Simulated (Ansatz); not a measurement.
Program: Ansatz. Geometries: PBE0-D4/def2-TZVP. ΔE: electronic, gas phase. CCSD(T)/CBS is the MP2 limit (def2-TZVPP, def2-QZVPP) plus CCSD(T) − MP2 in def2-TZVPP, frozen cores. This one scheme is used for every species. One conformer a species, not always the lowest.

Reaction (ligand exchange at the Si–O bond): `B[SiH2]O[SiH2]F` + `N[SiH](O)F` → `O[SiH](F)N[SiH2]F` + `B[SiH2]O`

| level | ΔE (kJ/mol) |
| --- | --- |
| MP2/def2-QZVPP | 57.6 |
| CCSD/CBS(def2) | 59.5 |

(1) What does CCSD(T)/CBS give? (An estimate is asked.)

Largest T1 diagnostic among the species: 0.012.

Answers

(1) The calculation gave: +57.3 kJ/mol. The listed levels differ from it by 0.3, 2.2 kJ/mol.

In def2-TZVPP, CCSD(T) changes the Hartree–Fock value by −13.2 kJ/mol (the triples alone add −2.2 kJ/mol) and MP2 by −13.0 kJ/mol. From PBE to PBE0 (25 % exact exchange), in def2-TZVPP and without D4, ΔE moves by +3.3 kJ/mol.
